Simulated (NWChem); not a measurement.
Molecule: CHBrCl2; SMILES C(Cl)(Cl)Br

```xyz
5

Cl    -0.0781     1.3247    -1.4749
C      0.4833     0.4968     0.0000
Cl    -0.0781     1.3247     1.4749
Br    -0.0340    -1.4004     0.0000
H      1.5680     0.5133     0.0000
```
Atoms are numbered in this order, from 1.

All runs: NWChem. Geometry optimised at B3LYP/6-31G*; all other runs use it. Pople sets run with spherical d functions. This build's default masses of Se (78.918 u) and Br (79.917 u) are each other's, which moves their modes by up to 0.6 %.

| quantity | level | value |
|---|---|---|
| anisotropy (bohr³), static | PBE0/def2-SVPD | 22.9 |
| cavity-dispersion-structure term (kcal/mol) in n-hexane | B3LYP/6-31G*, SMD | -3.8 |
| vertical ionisation energy, ΔSCF (eV) | PBE/def2-SVP | 10.15 |
| vertical, lowest excitation, singlet (eV) | PBE0/def2-SVPD, TDA | 5.35 |
| dipole (D) | B3LYP/6-31G* | 1.20 |
| highest harmonic frequency (cm⁻¹) | B3LYP/6-31G* | 3210 |
